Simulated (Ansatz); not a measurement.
Total energies of 1-ethyl-3-methylimidazolium hexafluoroantimonate, `CCn1cc[n+](C)c1.[F][Sb-]([F])([F])([F])([F])[F]` from Ansatz at PBE-D4/def2-SVP, gas phase (1 Eh = 27.2114 eV = 2625.5 kJ/mol). The reference geometry is relaxed at PBE-D4/def2-SVP.

Cartesian coordinates in Å:
```
C 2.9581 0.1467 1.6273
C 1.6852 0.9173 1.2929
N 1.2082 0.6553 -0.0743
C 1.5618 1.3399 -1.2257
C 0.8537 0.7748 -2.2601
N 0.0959 -0.2498 -1.7189
C -0.9333 -1.0272 -2.4074
C 0.3240 -0.3033 -0.3966
H 3.2708 0.3810 2.6637
H 3.7945 0.4129 0.9492
H 2.7912 -0.9474 1.5645
H 0.8430 0.6503 1.9620
H 1.8386 2.0122 1.3710
H 2.2712 2.1723 -1.2130
H 0.8170 1.0257 -3.3241
H -1.7534 -0.3474 -2.7078
H -1.3460 -1.7596 -1.6902
H -0.4965 -1.5316 -3.2905
H -0.1834 -0.9860 0.2991
F -3.3229 -1.6120 2.7395
Sb -2.8659 -0.4665 1.2560
F -4.4564 -0.9438 0.2701
F -1.8873 -1.9748 0.3981
F -3.6758 1.0844 2.0696
F -2.2611 0.6269 -0.2649
F -1.1311 -0.0501 2.1103
```

```csv
state,geometry,energy (Eh)
charge 0 singlet,reference,-1182.50433
charge 1 doublet,reference,-1182.14630
charge -1 doublet,reference,-1182.50889
charge -1 doublet,relaxed at PBE-D4/def2-SVP,-1182.53568
free C atom (triplet),–,-37.75124
free N atom (quartet),–,-54.46658
free H atom (doublet),–,-0.49863
free F atom (doublet),–,-99.53976
free Sb atom (quartet),–,-240.20171
```

In the def2 sets Sb takes a core potential; there is no spin–orbit coupling.

Q: Work out the vertical ionisation energy to the doublet.

A: E(charge 1 doublet) − E(charge 0 singlet) = -1182.14630 − (-1182.50433) = 0.35803 Eh = 9.74 eV. For comparison, −ε of the highest occupied level is 7.35 eV at this level, 2.39 eV less.

Q: Work out the vertical electron affinity, to the doublet.

A: E(charge 0 singlet) − E(charge -1 doublet) = -1182.50433 − (-1182.50889) = 0.00456 Eh = 0.12 eV. The basis lacks diffuse functions, which makes affinities too small.

Q: Give the fundamental gap IE − EA, the Mulliken electronegativity (IE + EA)/2 and the hardness (IE − EA)/2.

A: From the values in Eh: IE − EA = 0.35803 − 0.00456 = 0.35347 Eh = 9.62 eV; (IE + EA)/2 = 4.93 eV; (IE − EA)/2 = 4.81 eV. The HOMO–LUMO gap of the same run is 4.76 eV, 4.86 eV smaller than the fundamental gap.

Q: How much does the charge -1 doublet relax, and what is the adiabatic electron affinity?

A: Relaxation: -1182.50889 − (-1182.53568) = 0.02679 Eh = 0.73 eV. Adiabatic electron affinity: 0.03135 Eh = 0.85 eV, without zero-point energy. 

Q: What is the binding energy per atom against free atoms?

A: Atoms: 6 × (-37.75124) + 2 × (-54.46658) + 11 × (-0.49863) + 6 × (-99.53976) + 1 × (-240.20171) = -1178.36580 Eh. Binding: -1178.36580 − (-1182.50433) = 4.13853 Eh = 112.62 eV, or 4.33 eV for each of 26 atoms (no zero-point energy, no counterpoise term).

At PBE-D4/def2-SVP the gap within one spin of the charge 1 doublet nearly closes, so an electron or hole may be smeared out by delocalisation error. At PBE-D4/def2-SVP the gap within one spin of the charge -1 doublet nearly closes, so an electron or hole may be smeared out by delocalisation error. At PBE-D4/def2-SVP the highest occupied level of the charge -1 doublet lies above zero (up to 2.27 eV). By energy differences its removal costs 0.12 eV (vertical, to the charge 0 singlet, at PBE-D4/def2-SVP); self-interaction error and the lack of diffuse functions both raise the level. At PBE-D4/def2-SVP the highest occupied level of the relaxed charge -1 doublet lies above zero (up to 0.85 eV). By energy differences its removal costs 0.85 eV (each at its own geometry, to the charge 0 singlet, at PBE-D4/def2-SVP); self-interaction error and the lack of diffuse functions both raise the level.
